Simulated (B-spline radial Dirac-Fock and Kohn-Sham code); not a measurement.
**K 3p3/2: cross section and angular parameters**

System: neutral potassium in the configuration [Ar] 4s1; threshold 22.93 eV (orbital energy of the model). Model: Dirac-Hartree-Slater photoionisation with a Latter tail; cross sections with all multipoles, angular parameters from the dipole term and its interference with E2. Program: a radial finite-basis atomic code.

```
hν (eV)   σ (kb)      β       γ       δ
   61.3      745  0.323   0.140  -0.009
   73.6      840  0.811   0.084  -0.008
   84.5      846  1.052   0.048  -0.007
   95.3      813  1.202   0.022  -0.005
    150      539  1.511  -0.021   0.000
    158      503  1.531  -0.021   0.000
    200      354  1.595  -0.011   0.003
    352      122  1.625   0.077   0.007
    400     92.9  1.615   0.107   0.008
    414     86.1  1.611   0.116   0.008
    485     60.1  1.589   0.159   0.010
    600     36.2  1.548   0.223   0.013
    705        ?      ?       ?       ?
    720     23.1  1.504   0.283   0.016
    727     22.5  1.501   0.286   0.016
    851     15.0  1.457   0.340   0.020
    977     10.5  1.414   0.390   0.023
   1340     4.38  1.302   0.510   0.034
   1490     3.23  1.261   0.552   0.039
   1860     1.68  1.169   0.639   0.052
   1940     1.48  1.151   0.655   0.054
   2540    0.646  1.030   0.756   0.074
   4000    0.149  0.819   0.910   0.122
   4480    0.102  0.767   0.946   0.137
   5010   0.0700  0.716   0.980   0.153
 5414.7   0.0537  0.681   1.003   0.164
   6180   0.0340  0.623   1.041   0.186
 8047.8   0.0135  0.513   1.115   0.234
   8350   0.0118  0.499   1.125   0.241
  15000  0.00139  0.286   1.278   0.382
```

Task: Give the values at 705 eV.

Result: σ = 24.3 kb, β = 1.509, γ = 0.276, δ = 0.016.

Values without a named source are computed, but for edge energies of neutral atoms, which are taken from tables.
